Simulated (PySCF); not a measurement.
A structure optimised at PBE0-D3(BJ)/def2-TZVP, used in a PySCF frequency run:

```
N
H 1 1.0022
H 1 1.0123 2 118.93
C 1 1.3322 2 120.02 3 180.00
O 4 1.1881 1 130.37 2 180.00
```
Charge 0, spin multiplicity 2.

Problem. Write its SMILES, formula and point group.

Solution. N[C]=O, CH2NO, Cs

Problem. What are its rotational constants (standard atomic weights)?

Solution. 129.43, 11.269, 10.367 GHz
